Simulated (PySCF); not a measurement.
Compound: C10H12.
Z-matrix (Å and degrees, PBE0-D3(BJ)/def2-SVP geometry), rows numbered from 1:
```
C 
C   1  1.5268
C   2  1.5071  1  112.66
C   3  1.4066  2  119.84  1   -90.86
C   4  1.4081  3  123.25  2   177.91
C   5  1.3784  4  113.66  3    -1.34
C   6  1.3537  5  123.71  4     1.32
C   7  1.3771  6  124.37  5     0.04
C   6  1.4959  5  172.66  4   159.11
C   9  1.5116  6  122.43  7   108.80
H   1  1.1010  2  111.00  3   -59.38
H   1  1.1010  2  110.95  3    59.88
H   1  1.1011  2  111.34  3  -179.73
H   2  1.1021  1  109.55  3  -122.14
H   2  1.1025  1  109.40  3   121.73
H   4  1.0945  3  117.89  2    -2.74
H   5  1.0933  4  121.12  3   178.46
H   8  1.0944  3  120.53  2     3.65
H   9  1.1029  6  116.56  7  -104.57
H  10  1.1012  9  110.60  6  -152.59
H  10  1.0997  9  111.04  6   -32.30
H  10  1.1012  9  110.58  6    87.98
```

Computed with PBE0-D3(BJ)/def2-SVP geometry optimisation, gas phase (PySCF 2.14.0).

Take the most abundant isotopes and a rigid rotor. The values belong to one conformer with, in the numbering `[CH3:1][CH2:2][c:3]1[cH:4][cH:5][c:6]2[c:7]([cH:8]1)[C@H:9]2[CH3:10]`, C1–C2–C3–C4 -91°.

Problem. Give the principal moments of inertia and the rotational constants in MHz.

Solution. Ia = 146.64, Ib = 659.91, Ic = 743.84 u·Å²; 505379 MHz·u·Å²/I gives A = 3446, B = 765.8, C = 679.4 MHz.

Problem. Classify the top.

Solution. A near-prolate asymmetric top; Ray's κ = -0.938.

Problem. What does the inertial defect say?

Solution. Not planar: Δ = Ic − Ia − Ib = -62.71 u·Å². For a rigid frame Δ = −2 Σ m c², so Σ m c² = 31.36 u·Å² lies off the ab plane: 11.66 from hydrogen and 19.70 from heavier atoms. The atom farthest from that plane is 1.58 Å away.

Problem. Give the other two planar moments, Paa and Pbb, and the rms extents of the mass along the axes.

Solution. Paa = Σ m a² = (Ib + Ic − Ia)/2 = 628.55 and Pbb = Σ m b² = (Ia + Ic − Ib)/2 = 115.28 u·Å². With the mass M = 132.09 u, the rms extents √(P/M) along a, b and c are 2.18, 0.93, 0.49 Å.

Problem. Give the coordinates in the principal-axis frame, origin at the centre of mass.

Solution. The sense of each axis is arbitrary; atoms in the order of the calculation.
| atom | mass (u) | a (Å) | b (Å) | c (Å) |
| --- | --- | --- | --- | --- |
| C1 | 12.000 | -3.491 | -0.512 | 0.636 |
| C2 | 12.000 | -2.651 | -0.344 | -0.628 |
| C3 | 12.000 | -1.212 | -0.012 | -0.329 |
| C4 | 12.000 | -0.810 | 1.332 | -0.230 |
| C5 | 12.000 | 0.505 | 1.723 | 0.088 |
| C6 | 12.000 | 1.356 | 0.664 | 0.322 |
| C7 | 12.000 | 0.983 | -0.634 | 0.230 |
| C8 | 12.000 | -0.284 | -1.057 | -0.107 |
| C9 | 12.000 | 2.422 | -0.363 | 0.538 |
| C10 | 12.000 | 3.526 | -0.609 | -0.465 |
| H11 | 1.008 | -3.090 | -1.317 | 1.272 |
| H12 | 1.008 | -3.488 | 0.411 | 1.236 |
| H13 | 1.008 | -4.536 | -0.759 | 0.393 |
| H14 | 1.008 | -3.088 | 0.447 | -1.258 |
| H15 | 1.008 | -2.695 | -1.272 | -1.222 |
| H16 | 1.008 | -1.560 | 2.106 | -0.420 |
| H17 | 1.008 | 0.785 | 2.779 | 0.132 |
| H18 | 1.008 | -0.590 | -2.103 | -0.208 |
| H19 | 1.008 | 2.742 | -0.530 | 1.580 |
| H20 | 1.008 | 3.887 | -1.646 | -0.397 |
| H21 | 1.008 | 3.173 | -0.433 | -1.492 |
| H22 | 1.008 | 4.379 | 0.060 | -0.273 |

Problem. Where do the levels up to J = 2 lie, in cm⁻¹?

Solution. Above 0(0,0):
J = 1: 1(0,1) 0.0482, 1(1,1) 0.1376, 1(1,0) 0.1405
J = 2: 2(0,2) 0.1446, 2(1,2) 0.2312, 2(1,1) 0.2398, 2(2,1) 0.5080, 2(2,0) 0.5081
The levels of one J sum to (2J + 1)J(J + 1)(A + B + C)/3.

Problem. Which types of transition are allowed, and where do some lines up to J = 5 fall?

Solution. The dipole components are |μa| = 0.19 D, |μb| = 0.12 D, |μc| = 0.16 D. Intensities carry the squares of the components, which stand as 1.00 : 0.38 : 0.77 (a : b : c). Some lines, for components of 0.1 D or more:

| type | branch | J(Ka,Kc) | MHz | lower level (cm⁻¹) |
| --- | --- | --- | --- | --- |
| a | Q | 4(1,3) ← 4(1,4) | 864 | 0.558 |
| b | Q | 1(1,0) ← 1(0,1) | 2767 | 0.048 |
| b | R | 4(0,4) ← 3(1,3) | 3287 | 0.371 |
| b | R | 1(1,1) ← 0(0,0) | 4126 | 0.000 |
| a | R | 5(1,5) ← 4(1,4) | 7002 | 0.558 |
| a | R | 5(3,2) ← 4(3,1) | 7234 | 1.300 |
| a | R | 5(2,3) ← 4(2,2) | 7262 | 0.846 |
| a | R | 5(1,4) ← 4(1,3) | 7433 | 0.587 |
| c | Q | 2(2,1) ← 2(1,1) | 8042 | 0.240 |
| c | R | 2(2,1) ← 1(1,1) | 11105 | 0.138 |
| b | R | 3(2,2) ← 2(1,1) | 12377 | 0.240 |
| b | Q | 4(3,1) ← 4(2,2) | 13595 | 0.846 |
| c | Q | 3(3,1) ← 3(2,1) | 13610 | 0.653 |
| b | Q | 3(3,1) ← 3(2,2) | 13620 | 0.653 |
| b | R | 4(2,2) ← 3(1,3) | 14242 | 0.371 |
| c | R | 5(2,4) ← 4(1,4) | 15829 | 0.558 |
| b | Q | 4(4,0) ← 4(3,1) | 19062 | 1.300 |
| b | Q | 4(4,1) ← 4(3,2) | 19063 | 1.300 |
| c | R | 4(3,1) ← 3(2,1) | 19395 | 0.653 |
| b | R | 5(3,3) ← 4(2,2) | 20828 | 0.846 |
| c | R | 4(4,1) ← 3(3,1) | 24848 | 1.107 |
| c | R | 5(5,0) ← 4(4,0) | 31740 | 1.936 |

No frequency check. Constants of a rigid frame at the computed geometry: no zero-point averaging, no centrifugal distortion. A rigid rotor knows nothing of internal rotation, which can split or shift real lines.
